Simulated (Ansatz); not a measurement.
A nudged elastic band was laid between two geometries of C$_{2}$H$_{7}$BOSi (12 atoms, charge 0, multiplicity 1).

The calculation used RKS CAM-B3LYP/6-31G in Ansatz 0.2.0.

```
movable images  : 5
climbing image  : yes
spring          : 5.0 eV/Å²
optimiser       : quadratic models (default)
start path      : IDPP
force threshold : 0.05 eV/Å
iteration limit : 60
end points      : relaxed
```

Initial state:

```xyz
12
Properties=species:S:1:pos:R:3
C -2.031 1.057 0.216
O -1.370 -0.226 0.084
B -0.046 -0.415 -0.019
C 0.971 -1.560 -0.169
Si 1.836 0.207 -0.111
H -1.296 1.865 0.243
H -2.613 1.042 1.137
H -2.699 1.181 -0.637
H 1.014 -2.111 -1.109
H 1.141 -2.219 0.684
H 2.678 0.473 1.094
H 2.491 0.650 -1.378
```

Final state:

```xyz
12
Properties=species:S:1:pos:R:3
C -1.959 1.070 0.555
O -1.284 -0.212 0.495
B -0.026 -0.412 0.073
C 0.979 -1.559 -0.125
Si 1.724 0.188 -0.642
H -2.241 1.253 1.592
H -2.855 1.007 -0.062
H -1.303 1.865 0.194
H 0.802 -2.281 -0.923
H 1.407 -2.041 0.755
H 2.834 0.698 0.219
H 1.999 0.369 -2.099
```

Q: Which bonds break or form, and what moves?

A: No bond is made or broken. The dihedral H6–C1–O2–B3 goes from -1 to -120°. The two ends are copies of one structure, up to a mirror image or an exchange of like atoms.

Q: Give the energies along the band, and the barrier.

A: It converged. The highest image is number 3 of 0 to 6, 3.7 kJ/mol above the ends, which have the same energy within 2 meV. A vibrational analysis at the climbing image gives one clearly imaginary mode, 125i cm⁻¹: a first-order saddle point. Limits of this set-up: no polarisation functions.

```csv
image,path coordinate (Å),energy (kJ/mol),dihedral H6–C1–O2–B3 (°)
0,0.00,0.0,-1
1,0.57,1.0,-20
2,1.14,2.8,-40
3,1.71,3.7,-60
4,2.28,2.7,-81
5,2.86,0.9,-101
6,3.43,0.0,-120
```

Q: What is the geometry of the highest image?

A: 
```xyz
12
Properties=species:S:1:pos:R:3:forces:R:3
C -1.974 1.071 0.496 0.01 0.01 0.00
O -1.308 -0.219 0.435 0.00 -0.01 0.00
B -0.032 -0.412 0.063 0.00 0.01 0.00
C 0.970 -1.563 -0.121 0.01 0.00 0.00
Si 1.754 0.188 -0.561 0.00 -0.01 0.00
H -1.459 1.724 1.202 0.00 0.00 0.00
H -2.992 0.885 0.830 0.00 0.00 0.00
H -1.981 1.535 -0.492 0.00 0.00 0.00
H 0.822 -2.265 -0.942 0.00 0.00 0.00
H 1.356 -2.070 0.766 0.00 0.00 0.00
H 2.829 0.667 0.359 0.00 0.00 0.00
H 2.091 0.404 -2.001 0.00 0.00 0.00
```

Q: What are the harmonic wavenumbers there?

A: 125i, 129, 156, 200, 401, 428, 455, 499, 535, 628, 775, 888, 914, 920, 992, 1058, 1180, 1208, 1418, 1471, 1538, 1548, 1576, 2202, 2227, 3098, 3134, 3186, 3209, 3216 cm⁻¹.

The band took 4 iterations and about 110 core-seconds.

Run time: 110 s on 1 thread of Arm Neoverse V1 (shared host), peak memory 0.16 GiB.
